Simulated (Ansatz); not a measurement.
Born–Oppenheimer molecular dynamics of BClH3NO (7 atoms, charge 0, multiplicity 1). It goes on from the last frame of an earlier run, with new velocities.

Level of theory: RKS B3LYP/def2-SVP in Ansatz.

| Item | Value |
| --- | --- |
| ensemble | NVE (velocity Verlet) |
| time step | 0.5 fs |
| steps asked | 100 |
| starting velocities drawn for | 1000 K |
| seed | 974198 |

First frame:

```xyz
7
Properties=species:S:1:pos:R:3
B 0.092 -0.115 -0.058
Cl -0.123 0.530 1.549
N 1.270 0.025 -0.676
H 1.393 -0.024 -1.739
H 2.159 0.367 -0.213
O -1.028 -0.723 -0.788
H -1.617 -0.538 0.036
```

Question: How far do the bonds stretch over the last three quarters of this one trajectory? (Pairs bonded in most of those frames.)

Answer: 
```csv
bond,mean (Å),spread (Å),shortest,longest
B1–Cl2,1.894,0.076,1.76,1.99
B1–N3,1.413,0.045,1.32,1.49
B1–O6,1.359,0.025,1.31,1.39
N3–H4,1.028,0.054,0.94,1.11
N3–H5,1.019,0.047,0.95,1.09
O6–H7,0.969,0.044,0.90,1.05
```

Mean temperature of the second half: 1150 K. The conserved energy stayed within 0.85 meV per atom of its start (net change -0.44 meV per atom), so the integration is sound. A run of 0.05 ps of so small a system gives no equilibrium averages.

The run took 4.2 min on 1 thread of Arm Neoverse V1, with other jobs on the host, peak memory 0.16 GiB.
